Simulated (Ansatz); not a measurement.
## What each rung costs, and what it gives

Saddle point of BNH6Se, closed shell (BNH₄ ([BH2][NH2]) + H₂Se → BH₃Se ([BH2][SeH]) + NH₃ (still joined by a long B–N bond); bonds formed: B1–Se6, N2–H5; bonds broken: H5–Se6; bonds weakened to dative contacts: B1–N2), PBE0-D4/def2-TZVP structure:

```csv
atom,x (Å),y (Å),z (Å)
B1,-0.6688,-0.4726,0.2416
N2,-0.1350,0.8830,0.6292
H3,-1.7534,-0.4880,-0.2612
H4,-0.2714,-1.4164,0.8567
H5,0.5822,0.6248,-0.6496
Se6,0.6859,-0.5798,-1.7612
H7,0.4752,0.9398,1.4309
H8,-0.7712,1.6659,0.6020
H9,1.8564,-1.1567,-1.0885
```

Barriers are electronic and count from the start structure reached by relaxing down the imaginary mode.

Program: Ansatz 0.2.0. Basis: as named in each row. Cores are frozen in the correlated methods. Filled d shells of the heavier atoms are correlated. The def2 sets are not built for correlating such inner shells, so the correlated values are less sure here. B3LYP uses VWN-RPA correlation. Extrapolation: Hartree–Fock as exp(−7.88 √X), correlation as X^−2.97.

Times are rough, for one single point on 4 threads of a shared host (Arm Neoverse V2).

The estimate by CCSD(T) at an estimated basis limit (MP2 extrapolated from triple and quadruple zeta, plus CCSD(T) − MP2 in triple zeta) is 24.10 kcal/mol.

```tsv
method	basis	time (s)	barrier (kcal/mol)	method less estimate
HF	STO-3G	under 1	31.26	7.15
PBE-D4	STO-3G	under 1	6.06	-18.04
SPW92	def2-SVP	under 1	7.83	-16.28
B3LYP-D4	6-31G	under 1	21.64	-2.47
PBE-D4	def2-SVP	under 1	15.01	-9.09
PBE0-D4	def2-SVP	under 1	18.26	-5.84
SPW92	def2-TZVPP	under 1	10.16	-13.94
PBE-D4	def2-TZVPP	1	16.76	-7.34
BLYP-D4	def2-TZVPP	1	22.19	-1.92
BHLYP-D4	def2-TZVPP	1	28.05	3.95
PBE0-D4	def2-TZVPP	2	19.67	-4.44
B3LYP-D4	def2-TZVPP	2	24.28	0.17
CAM-B3LYP-D4	def2-TZVPP	2	26.19	2.08
CCSD(T)	def2-SVP	2	27.68	3.57
r2SCAN-D4	def2-TZVPP	2	19.29	-4.81
wB97M-V	def2-SVP	3	22.84	-1.26
RPA on PBE	def2-TZVPP	3	25.32	1.22
r2SCAN0-D4	def2-TZVPP	3	21.22	-2.88
B2PLYP	def2-TZVPP	3	25.26	1.16
PBE-QIDH	def2-TZVPP	3	21.79	-2.32
wB97X-V	def2-TZVPP	4	25.21	1.11
wB97M-V	def2-TZVPP	5	24.80	0.70
B97M-V	def2-TZVPP	5	25.33	1.23
MP2	def2-QZVPP	11	22.00	-2.11
CCSD(T)	def2-TZVPP	43	24.86	0.76
```

All methods are single points on the PBE0-D4 structures.

No T1 diagnostic of these runs exceeds 0.012.

Labels in which every atom is bracketed show which atoms are joined, not bond orders.
